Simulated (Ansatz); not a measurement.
System: COs, charge 0, multiplicity 3. The spin state was set by rule; other spins were not relaxed. SMILES: [C][Os]
Geometry from a B3LYP-D3(BJ)/def2-TZVP (Ansatz, an electronic-structure program) optimisation:
```
C
Os 1 1.6628
```
Charge 0, spin multiplicity 3.

Wanted: vertical ionisation energy (to the quartet state of charge +1; each state is the SCF solution reached for its spin; the UHF <S^2> is 4.28 for the quartet (pure: 3.75) and 2.88 for the triplet (pure: 2.00); for the quartet T1 is 0.073; for the triplet T1 is 0.100), in eV. Valence correlation only, unless marked. Open shells are spin-unrestricted. Spin-orbit coupling is left out. The frozen core is the preceding noble-gas configuration, with the filled d and f shells of earlier blocks. Past Kr the def2 sets carry scalar-relativistic core potentials. CBS marks a two-point X^-3 extrapolation of the correlation energy; Hartree-Fock from the larger set.

| level | program | vertical ionisation energy (eV) |
|---|---|---|
| SVWN5/def2-TZVPD | Ansatz | 8.96 |
| PBE/def2-TZVPD | Ansatz | 8.69 |
| r2SCAN/def2-TZVPD | Ansatz | 8.50 |
| BHLYP/def2-TZVPD | Ansatz | 8.33 |

### Question
What does CCSD(T)/CBS(def2-TZVPPD,def2-QZVPPD) (Ansatz) give?

### Answer
8.56 eV, so BHLYP/def2-TZVPD differs from it by -0.23 eV.
